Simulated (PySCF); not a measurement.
Geometry:
```
atom   x (Å)   y (Å)   z (Å)
  C1  -1.245  -1.760  -0.088
  C2  -0.334  -0.584  -0.030
  O3   0.978  -0.851  -0.022
  C4   1.697   0.290   0.026
  C5   3.174   0.159   0.049
  F6   3.747   1.366   0.156
  F7   3.679  -0.411  -1.062
  F8   3.627  -0.580   1.078
  P9   0.792   1.744   0.060
 C10  -0.672   0.739   0.008
Si11  -2.435   1.401   0.026
 H12  -1.759  -1.792  -1.047
 H13  -0.668  -2.673   0.036
 H14  -1.996  -1.695   0.696
 H15  -2.361   2.857   0.103
 H16  -3.114   0.961  -1.196
 H17  -3.117   0.842   1.197
```

[PySCF: coordinates at the GFN2-xTB level; σ from GIAO-PBE0/pcSseg-1; in vacuum; equivalent nuclei averaged; non-relativistic; single conformer]

Task: Predict the 2D correlation tables (HSQC, COSY, HMBC).

Result: 

HSQC (one-bond C–H):
```csv
δH,δC
2.74 (H12/H13/H14),17.9 (C1)
```

HMBC (two and three bonds, from the bond graph):
```csv
δH,δC
4.58 (H15/H16/H17),"174.0 (C2), 127.5 (C10)"
2.74 (H12/H13/H14),"174.0 (C2), 127.5 (C10)"
```

No COSY cross peaks are expected.

Referencing at the same level of theory: 1H (σref 31.72), 13C (σref 186.93) against TMS.

Shifts are as computed. Against solution values, carbons near 30 ppm lie about +3 ppm off and those near 130 ppm about +5 ppm. Of 1211 compounds with measured shifts, 218 miss one by over three times the rms of a fit or turn the order of signals round; such compounds aren't used in these exercises.
